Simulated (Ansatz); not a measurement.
```yaml
crystal:
  periodic: [false, false, false]
  atoms:
    - {symbol: Si, position_ang: [-0.611631, 0.482446, -0.177415]}
    - {symbol: C, position_ang: [0.811455, -0.703071, 0.087777]}
    - {symbol: Se, position_ang: [1.692647, -0.857231, 1.596302]}
    - {symbol: H, position_ang: [-0.212665, 1.457219, -1.240507]}
    - {symbol: H, position_ang: [-0.262665, 1.407219, -1.290507]}
    - {symbol: H, position_ang: [-0.874107, 1.237278, 1.068166]}
    - {symbol: H, position_ang: [1.118988, -1.340056, -0.743452]}
basis:
  gaussian: {orbitals: def2-SVPD}
hamiltonian: {xc: {name: HSE06}, dispersion: d3bjatm}
```

```sh
$ ansatz run in.yaml --threads 2 --pin off --events-out ev --progress --plain --max-ram 4352MiB
```

Output, abridged:

```
Functional definition: HSE06
1144 factors; their error is unknown
125 factors; integrals over basis functions are off by at most 2.5e-6 eV
mean field evaluation 1: about -74170.2997 eV, gradient 4.2e1 eV
mean field evaluation 2: about -74156.7449 eV, gradient 7.4e1 eV
mean field evaluation 4: about -74174.1819 eV, gradient 1.4e1 eV
mean field evaluation 8: about -74175.1764 eV, gradient 1.8e-1 eV
mean field evaluation 16: about -74175.4138 eV, gradient 7.7e-5 eV
mean field -74175.41383282 eV, -2725.8961804547 hartree, gradient 7.7e-5 eV, S^2 0.000000; 0 other end points of the search recorded, 0 dependent functions left out
reference -74175.41389185 eV, -2725.8961826240 hartree; 29, 29 occupied and 88, 88 virtual orbitals, 1144 factors
Total energy: -74175.52727361 eV, -2725.9003493268 hartree
```

**Question.** What is wrong with this run?

**Answer.** One atom was put on top of another. The calculation finished and met its thresholds. The result belongs to that input, not to the molecule as meant.

HSE06 is defined as in plane-wave codes.
